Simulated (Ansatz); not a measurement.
Geometry optimisation, RHF/def2-SVP in Ansatz.

input.yaml

```yaml
crystal:
  periodic: [false, false, false]
  atoms:
    - { symbol: W, position_ang: [0.026502, 0.008254, -0.005672] }
    - { symbol: F, position_ang: [0.126939, 0.056008, 1.860985] }
    - { symbol: H, position_ang: [1.678308, -0.047945, 0.420804] }
    - { symbol: F, position_ang: [0.240934, 1.822651, -0.113039] }
    - { symbol: O, position_ang: [-1.773443, -0.054881, 0.393254] }
    - { symbol: H, position_ang: [-2.313117, -0.130221, 1.17253] }
    - { symbol: F, position_ang: [0.219487, -1.810541, -0.140248] }
    - { symbol: F, position_ang: [0.23689, 0.030375, -1.835415] }
basis:
  gaussian: { orbitals: def2-SVP }
hamiltonian:
  xc: hf
relax:
  f_tol: 0.03
  max_steps: 50
output:
  orbitals: {}
```

Command:

```bash
$ ansatz run input.yaml --threads 2 --pin off --max-ram 3072MiB --backend cpu --events-out ev --progress --plain --runs-dir out
```

**Question.** Where does it end, and by what steps?

**Answer.** The forces met the threshold. After 8 steps the energy has fallen by 0.024 eV; H6 moved furthest, 0.12 Å.

| step | energy less start (eV) | largest force component (eV/Å) | accepted |
| --- | --- | --- | --- |
| 0 | 0.0000 | 0.516 | yes |
| 1 | -0.0045 | 0.484 | yes |
| 2 | -0.0139 | 0.091 | yes |
| 3 | -0.0156 | 0.160 | yes |
| 4 | -0.0205 | 0.212 | yes |
| 5 | -0.0177 | 0.305 | no |
| 6 | -0.0227 | 0.061 | yes |
| 7 | -0.0243 | 0.032 | yes |
| 8 | -0.0244 | 0.019 | yes |

```xyz
8
Properties=species:S:1:pos:R:3
W 0.023 0.011 -0.031
F 0.045 0.077 1.871
H 1.609 -0.067 0.499
F 0.308 1.817 -0.132
O -1.770 -0.066 0.370
H -2.205 -0.138 1.214
F 0.271 -1.801 -0.167
F 0.163 0.040 -1.869
```

Whether the end is a true minimum wasn't checked by a vibrational analysis.

Time of the run: 11 s on 2 threads of Intel(R) Xeon(R) 6975P-C (Granite Rapids) (shared host), peak memory 0.26 GiB.
